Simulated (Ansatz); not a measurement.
Geometry optimisation, RKS PBE-D4/def2-TZVP (Ansatz).

The input (input.yaml):

```yaml
crystal:
  periodic: [false, false, false]
  atoms:
    - { symbol: S, position_ang: [-1.3908, -0.6674, -0.9166] }
    - { symbol: Ge, position_ang: [-0.5334, 1.1557, 0.0365] }
    - { symbol: S, position_ang: [-1.95531, 2.79143, -0.26962] }
    - { symbol: H, position_ang: [-1.3538, -1.335, 0.2752] }
    - { symbol: H, position_ang: [-3.01219, 2.10855, 0.40125] }
basis:
  gaussian: { orbitals: def2-TZVP }
hamiltonian:
  xc: pbe
  dispersion: d4
relax:
  f_tol: 0.015
  max_steps: 40
output:
  orbitals: {}
```

Run as:

```bash
$ ansatz run input.yaml --threads 2 --pin off --max-ram 3072MiB --backend cpu --events-out ev --progress --plain --runs-dir out
```

**Question.** Where does it end, and by what steps?

**Answer.** The forces met the threshold. After 10 steps the energy has fallen by 0.800 eV; S1 moved furthest, 0.88 Å.

| step | energy less start (eV) | largest force component (eV/Å) | accepted |
| --- | --- | --- | --- |
| 0 | 0.0000 | 1.989 | yes |
| 1 | -0.3600 | 1.178 | yes |
| 2 | -0.5425 | 1.129 | yes |
| 3 | -0.6570 | 0.917 | yes |
| 4 | -0.7049 | 1.005 | yes |
| 5 | -0.7593 | 0.483 | yes |
| 6 | -0.7784 | 0.200 | yes |
| 7 | -0.7985 | 0.058 | yes |
| 8 | -0.7996 | 0.019 | yes |
| 9 | -0.7997 | 0.040 | yes |
| 10 | -0.7998 | 0.002 | yes |

```xyz
5
Properties=species:S:1:pos:R:3
S -1.902 -0.539 -0.210
Ge -0.420 1.144 0.087
S -1.920 2.842 -0.006
H -0.956 -1.508 -0.146
H -3.048 2.114 -0.198
```

Time of the run: 21 s on 2 threads of Arm Neoverse V1, on a shared host, peak memory 0.17 GiB.
